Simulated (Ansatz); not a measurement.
GeH2, singlet: CASSCF and its corrections

Computed with Ansatz's Gaussian-basis code (development build). Basis cc-pVTZ, nonrelativistic, 9 orbitals frozen in the corrections. State-specific CASSCF; RHF is the lowest restricted (open-shell) Hartree–Fock solution met. Solutions may break the symmetry of the shape. No proof that the lowest CASSCF solution was found.

Geometry. A bond is stretched, to 1.58 times the sum of the covalent radii.

```
atom   x (Å)    y (Å)    z (Å)
  Ge  0.0000  -0.2652  -0.2597
   H  0.0000  -0.2652   2.1268
   H  0.0000   2.1213  -0.3092
```

(1) What do CASSCF and its corrections give against RHF in CAS(4,5), and what are the occupations?

(2) Roughly how much CPU time does a whole run from the default start take (median of such runs, summed over threads; nearly all runs on one pinned thread of a shared server, mostly Xeon at 2.3 to 2.6 GHz, by a development driver)?

## Answers

(1) CASSCF -2.062 eV, SC-NEVPT2 -5.628 eV; occupations 1.85, 1.84, 0.16, 0.15, 0.00.

(2) CAS(4,5): about 4.1 s. Other jobs ran beside these, and the count of passes differs.
